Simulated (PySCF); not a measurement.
Zn(H)(SMe), SMILES C[S][ZnH], singlet (PBE0/def2-SVP optimised geometry):

```
7

Zn     0.784    -1.113     0.000
H      2.323    -1.113     0.000
S     -1.394    -1.107     0.004
C     -1.731     0.431     0.947
H     -2.314     0.181     1.845
H     -2.323     1.113     0.322
H     -0.824     0.962     1.268
```

Calculation: PBE0/def2-TZVP run with PySCF.

Question: What are the frontier orbital energies and the dipole moment?

Answer: HOMO-2 -9.37 eV, HOMO-1 -7.70 eV, HOMO -6.66 eV, LUMO -0.88 eV, LUMO+1 -0.32 eV; dipole moment 1.42 D.

On the same geometry PBE/def2-TZVP (PySCF) gives HOMO-2 -8.14 eV, HOMO-1 -6.59 eV, HOMO -5.52 eV, LUMO -1.65 eV, LUMO+1 -1.02 eV; dipole moment 1.37 D.

Meta-Löwdin charges at PBE0/def2-TZVP: Zn1 0.97, H2 -0.38, S3 -0.59, C4 -0.39, H5 0.13, H6 0.13, H7 0.12.
